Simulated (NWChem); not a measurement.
Isomers of CH₂ClFO₂Si, each optimised at B3LYP/6-31G* with NWChem, gas phase unless a solvent is named. Flexible species stand in one conformer each, which need not be the lowest. Pople sets run with spherical d functions. Relative energies count from the lowest isomer at each level and are electronic, without zero-point energy, on those geometries. Shieldings are non-relativistic GIAO values without spin-orbit effects.

A: O=C[Si@](O)(F)Cl
B: O=C(O)[Si@H](F)Cl
C: F[Si]1(Cl)OCO1
D: O=CO[Si@@H](F)Cl

```
quantity                                                              A      B      C    D
----------------------------------------------------------------  -----  -----  -----  ---
relative energy, LDA (Slater exchange, VWN5)/def2-SVP (kcal/mol)   17.9   25.6    0.0  [?]
dipole (D), B3LYP/6-31G*                                           1.57   2.52   1.40  [?]
orbital gap (eV), B3LYP/6-31G*                                     5.15   6.47   8.73  [?]
29Si shift against tetramethylsilane, PBE0/pcSseg-1 (ppm)         -55.3  -22.0  -46.9  [?]
```

Question: Complete the blanks.

Answer: 
- relative energy, LDA (Slater exchange, VWN5)/def2-SVP (kcal/mol), D: 3.8
- dipole (D), B3LYP/6-31G*, D: 1.48
- orbital gap (eV), B3LYP/6-31G*, D: 7.64
- 29Si shift against tetramethylsilane, PBE0/pcSseg-1 (ppm), D: -23.9
